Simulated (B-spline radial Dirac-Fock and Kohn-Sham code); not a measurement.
**Conversion-electron coefficients: Fe, 2000 keV**

Z = 26 (iron), transition energy 2000 keV. These are calculated numbers from an atomic code on a B-spline grid; the model is a Dirac-Hartree-Slater potential of the neutral atom with a Latter tail (no hole, which puts coefficients of high multipoles low close above an edge), finite nucleus with surface currents. Subshells that would emit electrons below 1 keV are left out, and so is internal pair formation.

```
subshell  electron energy (keV)        E1        E2        E5        M1        M4
       K                1992.89  2.40e-05  4.15e-05  0.000163  3.92e-05  0.000171
      L1                1999.16  2.25e-06  3.90e-06  1.54e-05  3.68e-06  1.62e-05
      L2                1999.28  5.16e-09  1.63e-08  2.54e-07  1.28e-08  1.72e-07
      L3                1999.29  1.68e-08  2.45e-08  1.09e-07  1.64e-08  6.73e-08
      M1                1999.91  3.28e-07  5.69e-07  2.25e-06  5.37e-07  2.38e-06
      M2                1999.93  7.29e-10  2.31e-09  3.59e-08  1.81e-09  2.43e-08
      M3                1999.93  2.36e-09  3.46e-09  1.54e-08  2.31e-09  9.50e-09
      M4                1999.99  9.65e-14  1.87e-13  2.64e-12  9.89e-14  1.75e-12
      M5                1999.99  4.46e-13  5.66e-13  1.87e-12  4.34e-13  1.07e-12
   total                         2.66e-05  4.61e-05  0.000181  4.34e-05  0.000190
```

Question: For a pure E2 transition, what fraction of decays emits a photon?

Answer: 1/(1 + α) = 1.00 with the total α = 4.61e-05; the total includes the outer subshells that are not listed, and pair formation is not counted.
